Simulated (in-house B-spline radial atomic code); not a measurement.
## RPA and G0W0 on PBEsol: Si3+

Configuration [Ne] 3s1, highest spin, mean-field start PBEsol. Computed with a B-spline radial code for spherical atoms: all electrons, non-relativistic, point nucleus, each spin shell either full or empty, empty states to l = 9 with an (l + 1/2)⁻⁴ tail; G0W0 by contour deformation at full frequency.

Command:
```bash
python run_gw.py task.json out
```
Settings (radii: box in bohr, nucleus in fm):
```
Z                        14
electrons                11
configuration            [Ne] 3s1
hamiltonian              nr
method                   pbesol
lmax                     9
spin_polarised           True
box_radius               14.14
intervals                48
ion_configuration        [He] 2s2 2p6
```

Run time, properties included: 1.2 s on 1 thread of Arm Neoverse V2, on a shared host.

Energies (hartree):

```json
{"term": "mean-field total", "value": "-286.57565"}
{"term": "Hartree-Fock functional on these orbitals", "value": "-286.81301"}
{"term": "direct second order", "value": "-0.73498"}
{"term": "second-order exchange", "value": "0.27707"}
{"term": "SOSEX correction", "value": "0.25218"}
```

Q: What is the RPA correlation energy, and what remains with SOSEX?

A: RPA gives -0.65493 hartree (-1.62 eV per electron); RPA + SOSEX gives -0.40274, and the second-order doubles -0.45791 hartree (no singles). RPA lacks exchange-type terms and so overcorrelates at short range.

Quasi-particle levels (eV):

| level | occupied | mean field | Σx - vxc | Σc | QP weight | G0W0 |
| --- | --- | --- | --- | --- | --- | --- |
| 3s up | yes | -40.27 | -4.48 | ? | ? | ? |
| 3s down | no | -37.38 | 6.06 | -2.23 | 0.922 | -33.55 |

G0W0 = mean field + (Σx - vxc) + Σc, with Σc (partial-wave tail included) taken at the quasi-particle energy. Only the outer levels were computed. Levels of low weight are left out.

Q: Where does G0W0 put 3s up?

A: At -46.01 eV, with Σc = -1.26 eV and a quasi-particle weight of 0.958. The tabulated removal energy is 45.142 eV (NIST, measured); the calculation leaves out relativity, Breit and QED terms, and what these don't explain is the method's own error.

Q: What does it cost to remove one electron (to [He] 2s2 2p6) by differences of total energies, each species on its own start (correlation terms add to the Hartree-Fock functional)?

A: PBEsol 45.32 eV, Hartree-Fock functional 44.60 eV, + RPA 45.79 eV, + RPA + SOSEX 44.99 eV, + second order 45.12 eV. Tabulated: 45.142 eV (NIST, measured); the calculation leaves out relativity, Breit and QED terms, and what these don't explain is the method's own error.
